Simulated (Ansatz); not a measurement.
`F[SiH](F)[AlH2]` + `C[SeH]` → `C[Se][AlH2]` + `F[SiH2]F` at 600 K and 1 bar (cleavage of the Al–Si bond).

Gas-phase electronic energies from Ansatz, PBE0-D4/def2-TZVP geometries. CCSD(T)/CBS is the MP2 limit (def2-TZVPP, def2-QZVPP) plus CCSD(T) − MP2 in def2-TZVPP, frozen cores. This one scheme is used for every species. For Se outer-core shells are correlated without core-valence functions, which leaves a few kJ/mol of doubt a bond. Scalar relativity is left out up to krypton.

```tsv
species	CCSD(T)/CBS energy (Eh)	H − E (kJ/mol)	S (J/(mol·K))
`F[SiH](F)[AlH2]`	-732.58614	126.4	419.1
`C[SeH]`	-2441.15625	149.5	312.9
`C[Se][AlH2]`	-2683.80327	184.9	396.0
`F[SiH2]F`	-489.99391	92.8	309.1
```

H − E and S are ideal-gas, rigid-rotor, harmonic terms from PBE0-D4/def2-TZVP. 1 Eh = 2625.50 kJ/mol, R = 8.31446 J/(mol·K).

Q: By hand: ΔE, ΔH, ΔS and ΔG.

A: ΔE = (-2683.80327) + (-489.99391) − (-732.58614) − (-2441.15625) = -0.05479 Eh = -143.9 kJ/mol. Δ(H − E) = 184.9 + 92.8 − 126.4 − 149.5 = 1.8, so ΔH = -142.1 kJ/mol. ΔS = 396.0 + 309.1 − 419.1 − 312.9 = -26.9 J/(mol·K). ΔG = -142.1 − 600 × (-26.9)/1000 = -126.0 kJ/mol.

Q: By hand: the equilibrium constant, and the temperature at which ΔG would vanish if ΔH and ΔS stayed fixed.

A: log₁₀ K = −ΔG/(RT ln 10) = 11.0. ΔG = 0 at ΔH/ΔS = 5283 K, far beyond where these terms or the molecules hold.

ΔH outweighs TΔS. A doubt of 5 kJ/mol in ΔE shifts log₁₀ K by 0.4 here. Modes under 60 cm⁻¹, often nearly free rotors, make the harmonic entropy too high. These are equilibria of isolated gas molecules and say nothing of rates. Largest T1 diagnostic: 0.012 (customary marks: 0.02 for closed shells, 0.045 for open ones).
